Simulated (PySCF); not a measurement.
Electron correlation in Ga³⁺ (gallium, charge +3)

Starting occupation: [Ar] 3d9 4s1, 3d3/2 with m_j = -3/2, -1/2, +1/2, +3/2, 3d5/2 with m_j = -3/2, -1/2, +1/2, +3/2, +5/2, 4s1/2 with m_j = +1/2. All numbers are calculated (PySCF 2.14, X2C-1e with screened-nucleus spin-orbit coupling, Gaussian nucleus, in x2c-TZVPall-2c with one added diffuse shell each of s, p, d type (7s8p5d1f, 63 functions)). Frozen: [Ne]; 18 electrons correlated.

MP2 pair energies summed by pair of shells (mhartree):

```
 pair  energy  share (%)
3d-3p  -70.65       32.7
3d-3d  -69.47       32.2
3p-3p  -29.63       13.7
3d-3s  -17.25        8.0
3p-3s  -13.19        6.1
3d-4s   -9.23        4.3
3p-4s   -4.38        2.0
3s-3s   -1.72        0.8
3s-4s   -0.50        0.2
```

Total MP2 correlation energy: -216.02 mhartree.

The GHF reference relaxed away from the jj start to a determinant that is no pure jj level (⟨S²⟩ = 2.00, ⟨J²⟩ = 12.00); the energies belong to that determinant.

This basis was not built for core-valence correlation, so the inner-shell part is incomplete.
